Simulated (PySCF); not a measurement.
Compound: C₂H₁₁GeNSi.
Bonds: C1–Si2, Si2–C3, Si2–N4, N4–Ge5. Hydrogens: H6, H7, H8 on C1; H9 on Si2; H10, H11, H12 on C3; H13 on N4; H14, H15, H16 on Ge5.

Level: PBE0/def2-SVPD in PySCF, non-relativistic, on one gas-phase PBE0-D3(BJ)/def2-SVP geometry that isn't relaxed in the solvent. The solvent is an IEF-PCM continuum (van der Waals radii × 1.2). Specific hydrogen bonds and non-electrostatic terms are outside this model. Spin–orbit coupling is left out although an atom past zinc is present.

Gas phase at PBE0/def2-SVPD: HOMO -6.99 eV, LUMO 0.23 eV, dipole 0.58 D.

Problem. What does the continuum do to the energy, the frontier levels and the dipole at PBE0/def2-SVPD in cyclohexane and dimethylsulfoxide?

Solution. 
```tsv
solvent	ε	E(solvent) − E(gas) (kcal/mol)	polarisation term (kcal/mol)	distortion of the solute (kcal/mol)	HOMO (eV)	LUMO (eV)	dipole (D)
cyclohexane	2.017	-0.83	-0.86	0.03	-6.95	0.31	0.66
dimethylsulfoxide	46.83	-2.20	-2.41	0.21	-6.93	0.38	0.79
```

Polarisation term: ½ Σ q·V over the induced surface charges. Distortion: the rise of the solute's own energy as its density leaves the gas-phase optimum. From cyclohexane to dimethylsulfoxide the lowering changes by a factor 2.66, Onsager's factor (ε − 1)/(2ε + 1) by 2.40 and ε itself by 23.2.

Problem. How does the static polarisability (PBE0/def2-SVPD, frozen core, with the continuum's full static response) change?

Solution. 
```csv
medium,isotropic (au),principal values (au),⟨r²⟩ of the electrons (bohr²)
gas,90.8,"81.0, 87.8, 103.6",1214.4
cyclohexane,102.0,"92.2, 99.0, 114.7",1214.4
dimethylsulfoxide,123.9,"117.9, 121.3, 132.5",1214.3
```

The isotropic value in dimethylsulfoxide is 1.36 times the gas-phase one; no cavity-field correction is applied. ⟨r²⟩ is taken about the centre of nuclear charge.

The run took 32 s wall on one thread of an Arm Neoverse V1, no GPU, shared host. This is the whole response run at PBE0/def2-SVPD in dimethylsulfoxide, SCF included.

Conformer computed: `[CH3:1][SiH:2]([CH3:3])[NH:4][GeH3:5]`: C1–Si2–N4–Ge5 -146°.
